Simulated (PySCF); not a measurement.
CH8ClFSi3, SMILES C[Si@H](Cl)[Si@@H](F)[SiH3]. Heavy atoms are numbered as in [CH3:1][Si@H:2]([Cl:3])[Si@@H:4]([F:5])[SiH3:6]. Hydrogens are named by the atom that carries them.

The structure is a stationary point at B3LYP-D3(BJ)/def2-SVP. The structure was generated by enumeration; whether it is a known compound was not checked. One conformer was computed; it need not be the lowest.

Method: PBE0/pcSseg-1 (PySCF).

GIAO shieldings, no solvent; atoms alike by connectivity are averaged. δ = σ(ref) − σ: ¹³C against TMS (σ = 186.3 ppm); ²⁹Si against TMS (σ = 352.7 ppm); ³⁵Cl against HCl (σ = 945.9 ppm); ¹⁹F against CFCl3 (σ = 167.2 ppm); ¹H against TMS (σ = 31.56 ppm), references at their B3LYP-D3(BJ)/def2-TZVP geometries, non-relativistic (without spin–orbit terms, shifts of atoms bonded to Cl or Br come out too high).

### Question
Estimate the chemical shifts. (Estimate from the structure and the level; the computed values follow.)

### Answer

| nucleus | atoms | count | δ (ppm) |
|---|---|---|---|
| ¹³C | C1 (CH3) | 1 | 2.1 |
| ²⁹Si | Si4 (SiH) | 1 | 23.7 |
| ²⁹Si | Si2 (SiH) | 1 | 6.0 |
| ²⁹Si | Si6 (SiH3) | 1 | -108.0 |
| ³⁵Cl | Cl3 | 1 | -48.9 |
| ¹⁹F | F5 | 1 | -265.1 |
| ¹H | H on Si4 | 1 | 6.22 |
| ¹H | H on Si2 | 1 | 5.70 |
| ¹H | H on Si6 | 3 | 3.93 |
| ¹H | H on C1 | 3 | 1.09 |
